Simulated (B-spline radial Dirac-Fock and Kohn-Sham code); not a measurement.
**Binding energies of Lu³⁺ at several levels of theory**

System: the Lu³⁺ ion, configuration 1s2 2s2 2p6 3s2 3p6 3d10 4s2 4p6 4d10 4f13 5s2 5p6 5d1 (an excited configuration).

The density-functional columns are spherical, spin-unpolarised Dirac-Kohn-Sham results without Breit or QED terms: −ε is minus the orbital energy of the initial state and ΔSCF the difference of two total energies. The reference in the last column comes from Dirac-Fock (average of configuration) total-energy differences with a finite nucleus, the Breit interaction including its frequency dependence, and self-energy and vacuum-polarisation corrections. All numbers are from a radial finite-basis atomic code, in eV; a selection of levels is shown. For the 1s level of heavy atoms much of the gap between ΔSCF and the reference is the Breit and QED part, -304.1 eV here; for other levels the error of the functional can be larger.

```csv
level,LDA −ε,LDA ΔSCF,Dirac-Fock
K,63123.6,63647.9,63355.4
L1,10769.8,10865.3,10923.7
L2,10286.4,10408.9,10396.0
L3,9170.2,9277.0,9291.2
M1,2468.3,2495.8,2546.1
M2,2253.5,2283.0,2314.6
M3,2015.5,2042.5,2075.8
M4,1648.8,1681.3,1688.0
M5,1596.8,1628.3,1637.0
N1,519.3,532.3,559.5
N2,431.7,444.7,464.6
N3,377.2,389.7,410.2
N4,232.7,245.0,253.9
N5,222.7,234.9,243.9
"N6,7",44.18,55.10,50.78
O1,92.33,100.7,103.1
O2,67.26,75.10,73.34
O3,59.69,67.13,65.78
"O4,5",27.36,33.03,31.88
```

Values without a named source are computed, but for edge energies of neutral atoms, which are taken from tables.
